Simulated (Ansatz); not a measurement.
Species: AsH$_{2}$, charge 0, multiplicity 2. 
Coordinates optimised at B3LYP-D3(BJ)/def2-TZVP (Ansatz, an electronic-structure program):
```
As
H 1 1.5300
H 1 1.5300 2 90.76
```
Charge 0, spin multiplicity 2.

Basis-set convergence of Hartree-Fock and MP2 correlation energies (hartree) with Ansatz. Correlated levels leave the core frozen unless marked. UHF or UKS for open shells. Spin-orbit coupling is left out. Frozen are the shells of the preceding noble gas and the d and f shells that filled before the atom's block. Non-relativistic.

```json
[
 {"basis": "aug-cc-pVDZ", "functions": "54", "E(HF)": "-2235.31277", "E(corr, MP2)": "-0.10386"},
 {"basis": "aug-cc-pVTZ", "functions": "105", "E(HF)": "-2235.38518", "E(corr, MP2)": "-0.12839"},
 {"basis": "aug-cc-pVQZ", "functions": "185", "E(HF)": "-2235.38836", "E(corr, MP2)": "-0.13645"}
]
```

Extrapolating the two largest sets (X = 3 and 4) as X^-3: E(corr) = (64·(-0.13645) - 27·(-0.12839))/37 = -0.1423 Eh, an estimate of the basis-set limit. The largest set recovers 95.9 % of it, the smallest 73.0 %.
